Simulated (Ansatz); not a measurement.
Program: Ansatz. Geometries: PBE0-D4/def2-TZVP. ΔE: electronic, gas phase. CBS: MP2 limit from def2 TZ/QZ plus the TZ coupled-cluster correction, frozen cores. This one scheme is used for every species. DFT in def2-TZVPP. B3LYP here is the variant with VWN-RPA as its local correlation; programs differ in this. def2 core potentials past Kr. For Sn outer-core shells are correlated without core-valence functions, which leaves a few kJ/mol of doubt a bond. Each species was taken in one conformer, which may not be the lowest.

`[OH][SnH]([Cl])[SiH2]F` + CH₃OH → `C[O][SnH]([OH])[Cl]` + `F[SiH3]`  (cleavage of the Sn–Si bond)

`[OH][SnH]([Cl])[SiH2]F`:

Cartesian coordinates in Å:
```
O 1.823 -1.264 -0.809
Sn 1.028 0.173 0.256
Cl 1.329 2.147 -0.980
Si -1.544 0.048 0.369
F -1.996 -1.202 1.263
H 1.488 -1.307 -1.708
H 2.027 0.251 1.628
H -2.080 1.287 0.983
H -2.075 -0.133 -1.003
```

CH₃OH:

```xyz
6

C    -0.177   -0.220   -0.217
O     0.647    0.148    0.865
H    -0.254   -1.307   -0.205
H     0.244    0.081   -1.185
H    -1.190    0.194   -0.132
H     0.731    1.104    0.873
```

`C[O][SnH]([OH])[Cl]`:

```xyz
10

C     0.412   -0.148   -1.691
O     0.830   -0.072   -0.346
Sn   -0.407   -0.292    1.139
O     0.455    0.605    2.625
Cl   -2.336    0.849    0.521
H     0.148   -1.172   -1.983
H    -0.445    0.503   -1.900
H     1.247    0.177   -2.317
H    -0.773   -1.883    1.584
H     0.870    1.433    2.368
```

`F[SiH3]`:

Cartesian coordinates in Å:
```
F 1.233 0.239 -0.924
Si -0.032 -0.006 0.024
H 0.453 -0.534 1.321
H -0.926 -0.986 -0.636
H -0.728 1.287 0.216
```

```csv
level,ΔE (kJ/mol),difference from CCSD(T)/CBS
PBE-D4,7.0,19.8
r2SCAN-D4,-5.8,7.0
PBE0-D4,6.3,19.1
B3LYP-D4,-4.8,8.0
ωB97X-V,-10.2,2.6
ωB97M-V,-7.7,5.1
B2PLYP,-12.0,0.8
PBE0,6.4,19.2
B3LYP,-4.4,8.4
HF/def2-TZVPP,-18.3,-5.5
MP2/def2-TZVPP,-17.0,-4.2
SCS-MP2/def2-TZVPP,-20.5,-7.7
HF/def2-QZVPP,-20.1,-7.3
MP2/def2-QZVPP,-16.8,-4.0
SCS-MP2/def2-QZVPP,-20.1,-7.3
CCSD/CBS(def2),-11.3,1.5
CCSD(T)/CBS,-12.8,0
```

Largest T1 diagnostic among the species: 0.013.
